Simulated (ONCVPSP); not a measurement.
Tc (Z = 43): ONCV pseudisation with PBEsol, scalar-relativistic reference atom.

ONCVPSP 4.0.1 was run on this input:

```
# ATOM AND REFERENCE CONFIGURATION
# atsym  z   nc   nv     iexc    psfile
  Tc 43.00    6    3  -116133      upf
#
#   n    l    f
    1    0    2.00
    2    0    2.00
    2    1    6.00
    3    0    2.00
    3    1    6.00
    3    2   10.00
    4    0    2.00
    4    1    6.00
    4    2    4.00
#
# PSEUDOPOTENTIAL AND OPTIMIZATION
# lmax
    2
#
#   l,   rc,      ep,       ncon, nbas, qcut
    0    1.15    0.00    4    7    6.10
    1    1.30    0.00    4    8    5.10
    2    1.75    0.00    4    9    9.30
#
# LOCAL POTENTIAL
# lloc, lpopt,  rc(5),   dvloc0
    4    5    1.10    0.00
#
# VANDERBILT-KLEINMAN-BYLANDER PROJECTORs
# l, nproj, debl
    0    2    3.20
    1    2    3.00
    2    1    3.60
#
# MODEL CORE CHARGE
# icmod, fcfact, rcfact
    4    0.45    0.00
#
# LOG DERIVATIVE ANALYSIS
# epsh1, epsh2, depsh
   -5.00    5.00    0.04
#
# OUTPUT GRID
# rlmax, drl
    6.00    0.01
#
# TEST CONFIGURATIONS
# ncnf
    4
# nvcnf
#   n    l    f
    4
    4    0    2.00
    4    1    6.00
    4    2    5.00
    5    0    2.00
#
    4
    4    0    2.00
    4    1    6.00
    4    2    5.00
    5    0    1.00
#
    3
    4    0    2.00
    4    1    6.00
    4    2    5.00
#
    4
    4    0    2.00
    4    1    6.00
    4    2    6.00
    5    0    1.00
#
```

Command:

```bash
oncvpsp.x < Tc.dat > Tc.out
```

The program printed (shortened: citation, most of the input echo, consistency checks and plot data are left out):

```
ONCVPSP  (Optimized Norm-Conservinng Vanderbilt PSeudopotential)
scalar-relativistic version 4.0.1

#   n    l    f        energy (Ha)
    1    0    2.00    -7.6758333E+02
    2    0    2.00    -1.1049624E+02
    2    1    6.00    -9.9032005E+01
    3    0    2.00    -2.0173189E+01
    3    1    6.00    -1.6410610E+01
    3    2   10.00    -1.0317481E+01
    4    0    2.00    -3.8068093E+00
    4    1    6.00    -2.7680917E+00
    4    2    4.00    -1.2911236E+00

Reference configufation results
  iterations    24
  all-electron total energy (Ha)   -4.28144219D+03

Begin loop to  construct optimized pseudo wave functions
and semi-local pseudopoentials for all angular momenta

WARNING wellstate: negative energy specified for n= 5 l=  0
WARNING scattering state with energy  0.25000000
WARNING will be used for the first projector

   Wellstate for l =  0  n =  7
     eigenvalue =   0.2500
     asymptotic potential =   0.7500
     half-point radius =  5.4116

Calculating optimized projector #   1

 for l=   0

    Fraction of norm inside rc  0.643721
    Optimizing pswf for qcut=   6.11 a_B^-1,  ecut=  18.66 Ha
    Residual kinetic energy error=  2.11D-02 Ha

    Energy error per electron        Cutoff
         Ha          eV             Ha
         0.01000     0.27211       29.57
         0.00100     0.02721       80.93
         0.00010     0.00272       97.04
         0.00001     0.00027      135.37

Calculating optimized projector #   2

 for l=   0

    Fraction of norm inside rc  0.017946
    Optimizing pswf for qcut=   6.11 a_B^-1,  ecut=  18.66 Ha
    Residual kinetic energy error=  3.23D-03 Ha

    Energy error per electron        Cutoff
         Ha          eV             Ha
         0.01000     0.27211       14.87
         0.00100     0.02721       23.18
         0.00010     0.00272       66.13
         0.00001     0.00027       92.39

   Wellstate for l =  1  n =  6
     eigenvalue =   0.2319
     asymptotic potential =   0.7319
     half-point radius =  3.0143

Calculating optimized projector #   1

 for l=   1

    Fraction of norm inside rc  0.678238
    Optimizing pswf for qcut=   5.10 a_B^-1,  ecut=  13.00 Ha
    Residual kinetic energy error=  4.88D-03 Ha

    Energy error per electron        Cutoff
         Ha          eV             Ha
         0.01000     0.27211       10.29
         0.00100     0.02721       75.78
         0.00010     0.00272      119.87
         0.00001     0.00027      157.08

Calculating optimized projector #   2

 for l=   1

    Fraction of norm inside rc  0.029458
    Optimizing pswf for qcut=   5.10 a_B^-1,  ecut=  13.00 Ha
    Residual kinetic energy error=  8.65D-04 Ha

    Energy error per electron        Cutoff
         Ha          eV             Ha
         0.01000     0.27211        8.45
         0.00100     0.02721       12.37
         0.00010     0.00272       41.48
         0.00001     0.00027      101.32

Calculating optimized projector #   1

 for l=   2

    Fraction of norm inside rc  0.697526
    Optimizing pswf for qcut=   9.31 a_B^-1,  ecut=  43.30 Ha
    Residual kinetic energy error=  1.68D-08 Ha

    Energy error per electron        Cutoff
         Ha          eV             Ha
         0.01000     0.27211       18.18
         0.00100     0.02721       24.24
         0.00010     0.00272       29.41
         0.00001     0.00027       33.98

Construct Vanderbilt / Kleinmman-Bylander projectors

B matrix Hermiticity error, ll=   0
   1   2    3.4021E-04

  Orthonormal projector coefficients  1.7501E+01  3.2508E+00

B matrix Hermiticity error, ll=   1
   1   2   -2.6199E-04

  Orthonormal projector coefficients  9.9951E+00  2.9018E+00

Model core correction analysis
  based on d2Exc/dn_idn_j

d2excae - all-electron derivatives

   -3.432376D-02   -3.096896D-02   -2.086737D-02
   -3.096919D-02   -2.940476D-02   -2.238329D-02
   -2.086753D-02   -2.238319D-02   -2.420917D-02

d2excps - pseudofunction derivatives with no core correction

   -4.011806D-02   -3.553405D-02   -2.344590D-02
   -3.553453D-02   -3.285342D-02   -2.420059D-02
   -2.344630D-02   -2.420054D-02   -2.527006D-02

rms 2nd derivative error    3.466976E-03

rmatch, rhocmatch    0.7224   13.4740

Coarse scan for minimum error
  matrix elements: rms 2nd-derivative errors (mHa)
  column index : amplitude prefactor to rhocmatch
  row index : scale prefactor to rmatch

         1.500  2.000  2.500  3.000  3.500  4.000  4.500  5.000  5.500  6.000

  1.0    2.762  2.631  2.531  2.450  2.383  2.326  2.276  2.230  2.189  2.151
  1.1    2.464  2.266  2.110  1.983  1.875  1.780  1.696  1.619  1.549  1.483
  1.2    2.108  1.833  1.611  1.426  1.267  1.128  1.005  0.895  0.797  0.712
  1.3    1.696  1.332  1.037  0.796  0.605  0.472  0.417  0.447  0.535  0.650
  1.4    1.230  0.778  0.454  0.365  0.533  0.773  1.018  1.253  1.476  1.689
  1.5    0.724  0.312  0.556  0.965  1.355  1.715  2.049  2.360  2.651  2.925
  1.6    0.281  0.697  1.297  1.839  2.327  2.773  3.182  3.561  3.914  4.244
  1.7    0.574  1.404  2.136  2.782  3.361  3.886  4.366  4.809  5.219  5.602
  1.8    1.185  2.169  3.017  3.761  4.425  5.024  5.569  6.069  6.531  6.960
  1.9    1.843  2.961  3.918  4.754  5.496  6.161  6.764  7.314  7.820  8.286

Nelder-Mead iteration
 converged in  28 steps
amplitude prefactor, scale prefactor
    0.9552    1.8300

Optimized Teter model core charge

d2excps - pseudofunction derivatives with core correction

   -3.450969D-02   -3.090735D-02   -2.119148D-02
   -3.090756D-02   -2.900748D-02   -2.231310D-02
   -2.119154D-02   -2.231292D-02   -2.420029D-02

rms 2nd derivative error    2.160154E-04

Pseudoatom total energy  -79.010588

Diagnostic tests using Vanderbilt-Kleinman-Bylander pseudopotentials
  1 or more projectors used as specified by nproj input data

   l    rcore       rmatch      e in        delta e   norm test  slope test

   0   1.1519098   1.1868843  -3.8068093  -0.0000410   1.0001610   1.0001990
   0   1.1519098   1.1868843   0.2500000   0.0000053   1.0005880   1.0005880

   1   1.3060989   1.3457549  -2.7680917  -0.0000213   1.0001384   1.0001697
   1   1.3060989   1.3457549   0.2319083   0.0000104   1.0004414   1.0004414

   2   1.7509636   1.8041267  -1.2911236  -0.0000031   0.9999989   1.0000125

 Testing for bound ghosts
   n   l    E NL Schr. Eq   E Basis Diag.   E Cutoff

   1   0       -3.806850       -3.806628    141.64

   2   1       -2.768113       -2.767898    177.32

   3   2       -1.291127       -1.290787    112.40

 Testing for highly-localized positive-energy ghosts
       l    <radius>/rc     E Basis Diag.   E Cutoff

       0        0.453226        7.873255    141.64  WARNING - GHOST(+)

Test configuration 0

   n   l     f        eae           eps        diff
   1   0  2.0000 -767.58333237
   2   0  2.0000 -110.49624298
   2   1  6.0000  -99.03200494
   3   0  2.0000  -20.17318862
   3   1  6.0000  -16.41060957
   3   2 10.0000  -10.31748079
   4   0  2.0000   -3.80680930   -3.80685033   -4.10D-05
   4   1  6.0000   -2.76809172   -2.76811299   -2.13D-05
   4   2  4.0000   -1.29112360   -1.29112668   -3.08D-06

    Total energies and differences
      AE_ref= -4.28144219D+03  AE_tst= -4.28144219D+03  dif=  0.00D+00
      PS_ref= -7.90105884D+01  PS_tst= -7.90105884D+01  dif= -9.95D-14
      PSP excitation error=  9.95D-14

Test configuration 1

   n   l     f        eae           eps        diff
   1   0  2.0000 -766.44335260
   2   0  2.0000 -109.35741242
   2   1  6.0000  -97.89309351
   3   0  2.0000  -19.03907453
   3   1  6.0000  -15.27656580
   3   2 10.0000   -9.18308185
   4   0  2.0000   -2.69432318   -2.69466565   -3.42D-04
   4   1  6.0000   -1.66476089   -1.66489683   -1.36D-04
   4   2  5.0000   -0.24514191   -0.24529447   -1.53D-04
   5   0  2.0000   -0.18674847   -0.18672597    2.25D-05

    Total energies and differences
      AE_ref= -4.28144219D+03  AE_tst= -4.28334315D+03  dif= -1.90D+00
      PS_ref= -7.90105884D+01  PS_tst= -8.09118399D+01  dif= -1.90D+00
      PSP excitation error=  2.96D-04

Test configuration 2

   n   l     f        eae           eps        diff
   1   0  2.0000 -766.72302414
   2   0  2.0000 -109.63392565
   2   1  6.0000  -98.16980861
   3   0  2.0000  -19.31625936
   3   1  6.0000  -15.55373531
   3   2 10.0000   -9.46001777
   4   0  2.0000   -2.97282263   -2.97330249   -4.80D-04
   4   1  6.0000   -1.94378563   -1.94400625   -2.21D-04
   4   2  5.0000   -0.51876032   -0.51890190   -1.42D-04
   5   0  1.0000   -0.42007012   -0.42007870   -8.59D-06

    Total energies and differences
      AE_ref= -4.28144219D+03  AE_tst= -4.28304194D+03  dif= -1.60D+00
      PS_ref= -7.90105884D+01  PS_tst= -8.06105895D+01  dif= -1.60D+00
      PSP excitation error=  2.56D-04

Test configuration 3

   n   l     f        eae           eps        diff
   1   0  2.0000 -767.04442633
   2   0  2.0000 -109.95079525
   2   1  6.0000  -98.48696843
   3   0  2.0000  -19.63370695
   3   1  6.0000  -15.87115593
   3   2 10.0000   -9.77713789
   4   0  2.0000   -3.29052546   -3.29118986   -6.64D-04
   4   1  6.0000   -2.26147630   -2.26182023   -3.44D-04
   4   2  5.0000   -0.82656679   -0.82669228   -1.25D-04

    Total energies and differences
      AE_ref= -4.28144219D+03  AE_tst= -4.28249655D+03  dif= -1.05D+00
      PS_ref= -7.90105884D+01  PS_tst= -8.00650743D+01  dif= -1.05D+00
      PSP excitation error=  1.30D-04

Test configuration 4

   n   l     f        eae           eps        diff
   1   0  2.0000 -766.32851497
   2   0  2.0000 -109.23473285
   2   1  6.0000  -97.77096990
   3   0  2.0000  -18.91863410
   3   1  6.0000  -15.15610494
   3   2 10.0000   -9.06197710
   4   0  2.0000   -2.58273541   -2.58348306   -7.48D-04
   4   1  6.0000   -1.55856687   -1.55891983   -3.53D-04
   4   2  6.0000   -0.16497196   -0.16504434   -7.24D-05
   5   0  1.0000   -0.15440371   -0.15440398   -2.73D-07

    Total energies and differences
      AE_ref= -4.28144219D+03  AE_tst= -4.28337679D+03  dif= -1.93D+00
      PS_ref= -7.90105884D+01  PS_tst= -8.09455374D+01  dif= -1.93D+00
      PSP excitation error=  3.48D-04
```

The run took about 6.3 s on one core of a shared server CPU.
